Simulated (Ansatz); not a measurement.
## Relaxing a trial structure of Cl2FH3Sn2

The starting geometry of this gas-phase singlet was optimised with GFN2-xTB.

```xyz
8

Cl    2.1738    0.1116    1.6511
Cl    0.1445    0.2042   -1.5659
F     0.7103    2.8212    0.5877
Sn   -0.3371    1.0250    0.8160
Sn   -1.2118   -1.9057   -1.0671
H    -0.3912   -1.8710    0.7050
H    -2.4938   -0.8053   -0.2060
H     2.4698   -1.0814    1.9955
```

Task: Predict what becomes of its bonds when it is optimised with B3LYP-D3(BJ)/def2-SVP.

Result: It falls apart into Cl2FHSn2 + H2. Contacts that open: Cl1–H8 (1.28 → 4.49 Å), Sn5–H6 (1.95 → 3.35 Å). Contacts that close: Cl1–Sn4 (2.80 → 2.41 Å), F3–Sn5 (5.36 → 2.19 Å), H6–H8 (3.24 → 0.76 Å).

The energy falls by 2.29 eV over 97 steps:

| step | E − E(last) (eV) |
| --- | --- |
| 1 | 2.292 |
| 12 | 1.431 |
| 22 | 0.926 |
| 33 | 0.919 |
| 44 | 0.901 |
| 54 | 0.826 |
| 65 | 0.009 |
| 76 | 0.004 |
| 86 | 0.003 |
| 97 | 0.000 |

Final geometry (Å):

```xyz
8

Cl   -1.0113    1.3204    2.4814
Cl   -1.5444    1.3202   -1.2530
F     1.0199    0.3055    0.0632
Sn    0.1616    2.2179    0.5795
Sn   -0.2485   -1.0171   -1.1355
H     1.9570   -2.4842    0.9198
H    -1.1815   -1.4403    0.3257
H     1.9117   -1.7236    0.9353
```

The end wasn't checked by frequencies. Atoms past krypton carry core potentials, without spin–orbit terms. Run with Ansatz 0.2.0, 6.9 min on 2 threads of Arm Neoverse V2 (shared host).
